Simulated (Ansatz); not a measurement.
CH₆BNSn, SMILES `[CH3][SnH]1[BH][NH]1`. Charge 0, multiplicity 1. Sn takes the def2 core potential.

```xyz
10

C     0.387   -0.114   -1.791
Sn    0.564    0.721    0.181
B    -1.080    0.588    1.693
N    -0.539   -0.618    1.489
H     0.919   -1.064   -1.840
H     0.819    0.571   -2.522
H    -0.665   -0.269   -2.028
H     2.211    0.534    0.652
H    -1.910    1.188    2.296
H    -0.706   -1.538    1.870
```

Q: What are the harmonic wavenumbers in cm⁻¹ at PBE0-D4/def2-TZVP (Ansatz, finite differences of forces, unscaled)? (Best estimate.)

A: Computed: 74, 124, 163, 334, 447, 484, 521, 536, 578, 714, 783, 789, 812, 921, 1211, 1446, 1450, 1455, 1866, 2694, 3065, 3159, 3170, 3600.

Q: Is this a minimum?

A: Yes, all 24 modes are real.

Q: Give the ideal-gas thermochemistry at 298.15 K and 1 bar (rigid rotor, harmonic oscillator; point group C1, symmetry number 1).

A: Zero-point energy 181.8 kJ/mol; H(298) − E = 202.2 kJ/mol; entropy 344.1 J/(mol·K), of which translation 172.3, rotation 108.5, vibration 63.3; G(298) − E = 99.6 kJ/mol. Modes under 100 cm⁻¹ are hindered rotations or soft bends, so the harmonic entropy is rough.
